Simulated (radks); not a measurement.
Initial-state core-level shifts of the cobalt ion Co2+ when its valence configuration changes from [Ar] 3d7. Calculated with a radial shooting solver on a logarithmic mesh with Libxc functionals: Dirac Kohn-Sham, BLYP, spin-unpolarised, spherical densities, point nucleus; open shells fill j = l - 1/2 first. Shifts are changes of the shell-averaged eigenvalues in eV (positive: less bound).

valence           1s       2s       2p       3p
3d6 4p1       -8.836   -9.721   -9.633   -8.334
3d6 4s1       -7.492   -8.419   -8.335   -7.002
3d5 4s1 4p1  -17.539  -19.576  -19.390  -16.112
3d5 4p2      -18.789  -20.805  -20.613  -17.348
3d5 4s2      -16.241  -18.302  -18.122  -14.834
3d4 4s2 4p1  -27.379  -30.758  -30.468  -24.535
